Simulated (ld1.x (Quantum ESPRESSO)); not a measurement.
Values are calculated unless marked as measured or tabulated.
**Potentials for indium (In) compared**

Generated with ld1.x 7.5 (TM, RRKJ, ultrasoft, PAW), atompaw 4.2 or ONCVPSP 4.0.1. The cutoff is in Ry: for ld1.x and atompaw files where the sum of valence levels is converged to 10 mRy in a Bessel basis, for ONCV files where the hardest occupied wave has 1 mHa per electron of residual kinetic energy. The error is the largest all-electron minus pseudo excitation energy over each file’s own four to seven test configurations (ionisations up to +4, promotions, holes and added fractions of an electron), all of which were solved. The labels leave out finer settings (local radius, basis sizes, second energies), which also bear on the numbers. Spin-polarised tests are not counted. The rows are a selection from randomly drawn settings: files with unsolved tests, undetermined cutoffs or missed reference levels are left out.

A true bound ghost makes a file unfit for plane-wave use even where its test errors are small: the radial tests pick states by their node count and pass the ghost by.

| potential | cutoff (Ry) | largest error (meV) | bound ghosts |
| --- | --- | --- | --- |
| ultrasoft, PBEsol, scalar-relativistic, rc 2.25/2.75/1.30/2.70 (spdf), local smoothed, core correction yes, reference 4d10 5s2 5p1 | 80 | -400 | none |
| TM, LDA (PZ), fully relativistic, rc 2.00/2.20/1.35 (spd), local s, core correction yes, reference 4d10 5s2 5p0.5 | 90 | -269 | none |
| ultrasoft, LDA (PZ), scalar-relativistic, rc 1.42/1.88/2.12 (spd), local smoothed, core correction yes, reference 4s2 4p6 4d10 5s2 5p1 | 40 | -65 | none |
| TM, PBE, scalar-relativistic, rc 1.85/2.05/1.55 (spd), local smoothed, core correction yes, reference 5s2 5p0 | 18 | -119 | s, p, d |
| TM, PBE, scalar-relativistic, rc 1.55/2.65/1.30 (spd), local s, core correction yes, reference 4d10 5s2 5p1 | 90 | -48 | none |

Problem. Fill in the row for In: TM, LDA (PZ), scalar-relativistic, rc 1.95/2.90 (sp), local s, core correction yes, reference 5s2 5p1.

Solution. cutoff 18 Ry, largest error -215 meV, bound ghosts: none.
